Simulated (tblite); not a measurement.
C₆H₁₁N₂ (doublet state).
Z-matrix (Å and degrees, GFN2-xTB geometry), rows numbered from 1:
```
C 
C   1  1.5235
C   2  1.5296  1  111.75
C   3  1.4988  2  105.02  1   -87.21
N   4  1.2527  3  123.32  2   166.07
C   4  1.5075  3  109.37  2   -13.81
C   2  1.5513  1  111.99  3  -115.36
N   7  1.3892  2  113.67  1   -37.07
H   1  1.0858  2  109.41  3   165.42
H   1  1.0868  2  110.85  3    45.78
H   1  1.0876  2  110.24  3   -74.35
H   2  1.0928  1  109.00  3   124.07
H   3  1.0887  2  113.23  1    34.44
H   3  1.0928  2  111.27  1   155.90
H   5  1.0163  4  116.70  3   179.28
H   6  1.0908  4  113.05  3  -133.67
H   6  1.0925  4  109.77  3   105.32
H   7  1.1066  2  108.78  1  -166.47
H   8  1.0159  7  112.23  2  -152.29
```

Computed values, GFN2-xTB/tblite, gas phase, harmonic and unscaled. The method is semi-empirical: single wavenumbers can be off by several per cent or more. One conformer, not necessarily the lowest. Open shells enter through the occupations alone, without spin polarisation, and single modes of such species can be off by tens of per cent.

Harmonic wavenumbers (cm⁻¹): 69.0, 124.5, 159.3, 201.5, 259.3, 299.2, 349.5, 435.7, 442.1, 499.5, 550.4, 650.8, 759.9, 822.4, 862.3, 904.3, 922.0, 933.9, 975.0, 1033.8, 1040.1, 1071.7, 1089.3, 1103.1, 1156.2, 1200.1, 1207.2, 1215.0, 1229.1, 1245.9, 1260.1, 1290.5, 1321.2, 1349.2, 1404.7, 1428.6, 1441.7, 1488.2, 1498.2, 1759.2, 2767.0, 2955.3, 2965.0, 2968.0, 2985.2, 3015.9, 3033.7, 3045.6, 3065.6, 3350.3, 3359.1.

A = 3317, B = 1775, C = 1385 MHz; mass 111.092 u (most abundant isotopes); point group C1, symmetry number 1; spin multiplicity 2.

Problem. Zero-point energy?

Solution. ½Σν̃ = 35282 cm⁻¹ = 100.88 kcal/mol.

Problem. Entropy at 400 K, 1 bar (ideal gas, RRHO, classical rotation)?

Solution. Translation 41.52, rotation 28.94, vibration 30.43, spin (R ln 2) 1.38: S = 102.3 cal/(mol K).

Problem. And Cp and H(400 K) − H(0)?

Solution. Cp = 44.61 cal/(mol K), of which vibrations give 36.67 (their classical limit is 51 R = 101.3); H(400 K) − H(0) = 10.00 kcal/mol without the zero-point energy, 6.82 from vibrations.

Problem. Which modes carry the vibrational entropy at 400 K?

Solution. 69.0 cm⁻¹: 4.76; 124.5 cm⁻¹: 3.60; 159.3 cm⁻¹: 3.12; 201.5 cm⁻¹: 2.67; 259.3 cm⁻¹: 2.20; 299.2 cm⁻¹: 1.93 cal/(mol K); the other 45 give 12.15 together.

Problem. Blend soft modes into free rotors: weight 1/[1 + (100 cm⁻¹/ν̃)⁴] for the oscillator and the rest for a rotor with moment μB/(μ + B), μ = h/(8π²ν), B = 10⁻⁴⁴ kg m². What vibrational entropy results?

Solution. 29.15 cal/(mol K) in place of 30.43, which changes −T·S at 400 K by +0.51 kcal/mol.

Problem. What must be added to the electronic energy to get the Gibbs energy at 400 K and 1 bar?

Solution. ZPE + [H(400 K) − H(0)] − T·S = 100.88 + 10.00 − 40.91 = 69.97 kcal/mol.

Hindered rotation and anharmonicity are outside this model. Other conformers, if any are populated, would add a mixing term that is left out. The structure is chiral; the term R ln 2 for an equal mix with its mirror image is left out.
